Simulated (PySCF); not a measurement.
SCF from a fresh guess for quartet FeH₃, at the r2SCAN minimum. PySCF input:

```python
from pyscf import gto, scf, dft
mol = gto.M(atom='''
Fe     0.029020     0.000000    -0.000000
H      1.620160    -0.000000     0.000000
H     -1.615270     0.425120     0.000000
H     -1.615270    -0.425120     0.000000''',
    basis={'Fe': 'def2-TZVP', 'H': 'def2-TZVP'},
    charge=0, spin=3)
mf = dft.UKS(mol, xc='PBE')
mf.grids.atom_grid = (50, 194)
aux = {'Fe': 'def2-universal-JKFIT', 'H': 'def2-universal-JKFIT'}
mf = mf.density_fit(auxbasis=aux)
mf.conv_tol = 1e-08
mf.diis_space = 10
mf.max_cycle = 60
mf.init_guess = 'minao'
mf.verbose = 4
mf.kernel()
```

Excerpt of the output (cycles alone):

```
init E= -1264.21536327894
cycle= 1 E= -1251.99406961518  delta_E= 12.2  |g|= 4.57  |ddm|=   18
cycle= 2 E= -1243.36999975613  delta_E= 8.62  |g|= 8.76  |ddm|=   19
cycle= 3 E= -1257.09328226658  delta_E= -13.7  |g|= 5.48  |ddm|= 4.63
cycle= 4 E= -1259.44040928239  delta_E= -2.35  |g|= 4.63  |ddm|= 1.69
cycle= 5 E= -1260.34492316831  delta_E= -0.905  |g|= 4.21  |ddm|= 0.994
cycle= 6 E= -1261.83214075938  delta_E= -1.49  |g|= 3.42  |ddm|= 1.01
cycle= 7 E= -1263.4332544887  delta_E= -1.6  |g|= 2.55  |ddm|= 0.513
cycle= 8 E= -1263.18910547284  delta_E= 0.244  |g|=  2.6  |ddm|= 0.371
cycle= 9 E= -1263.7947772334  delta_E= -0.606  |g|= 2.21  |ddm|= 0.295
cycle= 10 E= -1265.11708935584  delta_E= -1.32  |g|= 0.33  |ddm|= 0.918
cycle= 11 E= -1265.15579252777  delta_E= -0.0387  |g|= 0.254  |ddm|= 0.821
cycle= 12 E= -1265.19499600196  delta_E= -0.0392  |g|= 0.0581  |ddm|= 0.441
cycle= 13 E= -1265.1969575879  delta_E= -0.00196  |g|= 0.0204  |ddm|= 0.0786
cycle= 14 E= -1265.19717952311  delta_E= -0.000222  |g|= 0.00349  |ddm|= 0.0268
cycle= 15 E= -1265.19718951196  delta_E= -9.99e-06  |g|= 0.00265  |ddm|= 0.00954
cycle= 16 E= -1265.19719211019  delta_E= -2.6e-06  |g|= 0.000332  |ddm|= 0.00273
cycle= 17 E= -1265.19719218351  delta_E= -7.33e-08  |g|= 8.95e-05  |ddm|= 0.000628
cycle= 18 E= -1265.19719218751  delta_E= -3.99e-09  |g|= 2.57e-05  |ddm|= 0.000123
Extra cycle  E= -1265.19719218356  delta_E= 3.95e-09  |g|= 0.000129  |ddm|= 0.000108
converged SCF energy = -1265.19719218356  <S^2> = 3.7892371  2S+1 = 4.0195707
```

This is not the lowest solution: all starts ended here, but a stability analysis within the same unrestricted form found one 5.6 kJ/mol lower, at -1265.19933 Eh.

With open d or f shells other occupations or spin states may lie lower.

The search for the lowest solution, 3 starts and the stability check together, took 18 s on 2 threads of a shared Arm Neoverse V1 host, with 63 basis functions; the process peaked at 0.35 GiB.
